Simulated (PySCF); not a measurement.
## Broadened absorption spectrum of C5H8NP

C₅H₈NP.
SMILES with atom numbers: `[P:1]#[C:2][N:3]1[CH2:4][CH2:5][CH2:6][CH2:7]1` (hydrogens: H8, H9 on C4; H10, H11 on C5; H12, H13 on C6; H14, H15 on C7)

Computed with TDDFT wB97X-D/def2-SVPD, vertical, gas phase, core orbitals frozen in the response (PySCF). One conformer (not necessarily the lowest) at the GFN2-xTB geometry, without solvent, vibrations or thermal averaging. GFN2-xTB frequencies show an imaginary mode (56i cm⁻¹), so this geometry is no minimum at that level.

Computed states:

```json
{"state": "S1", "E (eV)": "3.17", "f": "0.0000"}
{"state": "S2", "E (eV)": "4.64", "f": "0.022"}
{"state": "S3", "E (eV)": "5.55", "f": "0.0006"}
{"state": "S4", "E (eV)": "5.60", "f": "0.036"}
{"state": "S5", "E (eV)": "6.81", "f": "0.479"}
{"state": "S6", "E (eV)": "7.07", "f": "0.100"}
{"state": "S7", "E (eV)": "7.11", "f": "0.053"}
{"state": "S8", "E (eV)": "7.15", "f": "0.0003"}
```

Each state is given a Gaussian of 0.4 eV full width at half maximum, with ε(max) = 2.175×10⁸ f / Δν̃ (Δν̃ the width in cm⁻¹). The width is an assumption, not a result. The curve ends short of the highest state used, and states not computed would add to its high-energy end.

Question: What does the envelope look like, and where are its maxima?

Answer: 
| E (eV) | ε (L mol⁻¹ cm⁻¹) |
| --- | --- |
| 2.57 | 0 |
| 2.71 | 0 |
| 2.85 | 0 |
| 2.98 | 0 |
| 3.12 | 0 |
| 3.26 | 0 |
| 3.39 | 0 |
| 3.53 | 0 |
| 3.67 | 0 |
| 3.81 | 0 |
| 3.94 | 0 |
| 4.08 | 7 |
| 4.22 | 74 |
| 4.35 | 359 |
| 4.49 | 1020 |
| 4.63 | 1469 |
| 4.77 | 1072 |
| 4.90 | 436 |
| 5.04 | 96 |
| 5.18 | 121 |
| 5.31 | 562 |
| 5.45 | 1648 |
| 5.59 | 2456 |
| 5.73 | 1858 |
| 5.86 | 781 |
| 6.00 | 160 |
| 6.14 | 30 |
| 6.28 | 252 |
| 6.41 | 2039 |
| 6.55 | 10139 |

Maxima: 267 nm (4.64 eV), ε about 1500, made up of S2 (100%); 221 nm (5.60 eV), ε about 2500, made up of S4 (98%) (ε in L mol⁻¹ cm⁻¹; maxima over ε = 5, shares over 10%). At its high-energy end, 6.55 eV, the curve is still rising (ε about 10000, from S5).

Question: Does any computed singlet lie in the visible range?

Answer: S1 lies in the visible range (380 to 750 nm), at 391 nm, dark in the vertical dipole picture (f under 0.0005); light of that wavelength is violet, and its complementary colour is yellow-green; a Tamm–Dancoff triplet lies at 435 nm, without intensity as long as spin–orbit coupling is left out.

Question: What would ε be at 5.60 eV, the highest of these maxima, with half the width (0.2 eV)?

Answer: About 4910 L mol⁻¹ cm⁻¹ against 2460, a factor of about 1.99; a lone state at its own centre would give exactly 2.

Question: On this curve, what absorbance would a 10⁻⁵ mol/L sample give at 280 nm over a 1 cm path?

Answer: 280 nm is 4.428 eV, where ε is about 700 L mol⁻¹ cm⁻¹, so A = ε c l ≈ 0.007 (Beer–Lambert, with the gas-phase spectrum and the assumed width).
